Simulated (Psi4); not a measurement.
Cl2 (SMILES ClCl), singlet, geometry from GFN2-xTB. Base run: Psi4 1.11 with HF/def2-SVP.

Psi4 was given this input:
```
memory 2 GB

molecule mol {
0 1
  Cl   -0.000000   -0.000000   -1.008426
  Cl    0.000000    0.000000    1.008426
}

set basis def2-svp
set reference rhf

energy('scf')
print_variables()
```

Each row names what was changed in the base input (with any setting that the change needs).

```csv
change,ΔE vs base (mEh),point group used,SCF cycles
base,0.000,d2h,7
molecule keys = no_reorient,0.000,d2h,7
symmetry = c2h,0.000,c2h,7
jitter_ang = 0.002,0.001,d2h,7
molecule keys = symmetry c1,0.000,c1,6
"molecule keys = symmetry c1, no_reorient, no_com",0.000,c1,6
symmetry = c2v,0.000,c2v,7
```
